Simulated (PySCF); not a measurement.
A structure optimised at PBE0-D3(BJ)/def2-SVP, used in a PySCF frequency run:

```xyz
7

Si     0.0000     0.0000    -1.5987
N      0.0000     0.0000     0.1214
C      0.0000     0.0000     1.3177
O      0.0000     0.0000     2.4855
H     -1.2194    -0.7040    -2.0861
H      0.0000     1.4080    -2.0861
H      1.2194    -0.7040    -2.0861
```
Charge 0, spin multiplicity 1.

**Question.** Write its SMILES, formula and point group.

**Answer.** O=C=N[SiH3], CH₃NOSi, C3v

**Question.** What are its rotational constants (standard atomic weights)?

**Answer.** 84.301, 2.4375, 2.4375 GHz
